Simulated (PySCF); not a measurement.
Positional isomers: silole fluoro. Isolated molecules, 0 K electronic values unless said otherwise. Strings in code marks are SMILES.

The HOMO–LUMO gap from two functionals at the same geometries (PBE0-D3(BJ)/def2-TZVP), both in PySCF: PBE-D3(BJ)/def2-TZVP and PBE0-D3(BJ)/def2-TZVP. 

| species | PBE-D3(BJ)/def2-TZVP (eV) |
|---|---|
| `C1C=C[SiH2]C=1F` | 3.17 |
| `FC1=C[SiH2]C=C1` | 3.41 |
| `F[SiH]1C=CC=C1` | 3.17 |

Problem. What does PBE0-D3(BJ)/def2-TZVP give for each?

Solution. 
- `C1C=C[SiH2]C=1F`: 5.11
- `FC1=C[SiH2]C=C1`: 5.37
- `F[SiH]1C=CC=C1`: 5.10
Over these rows, drawn at random from the members with no instability flagged (it was tested for open shells, ions and some series alone), PBE minus PBE0-D3(BJ): mean -1.94 eV, from -1.96 eV to -1.93 eV.
